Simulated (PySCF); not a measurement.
Calculation: PBE-D3(BJ)/def2-TZVP // B3LYP-D3(BJ)/def2-TZVP (PySCF). Isolated molecules, 0 K electronic values unless said otherwise. 

Reference species (SMILES): `F[C](F)F` (neutral, multiplicity 2).

```yaml
dipole_moment: 0.12 D
```

Changed species: `F[CH]F` (radical fragment; the reference has radical fragment).

Task: What does the change do to the dipole moment?

Result: the dipole moment goes up by 1.11 D, to 1.23 D.
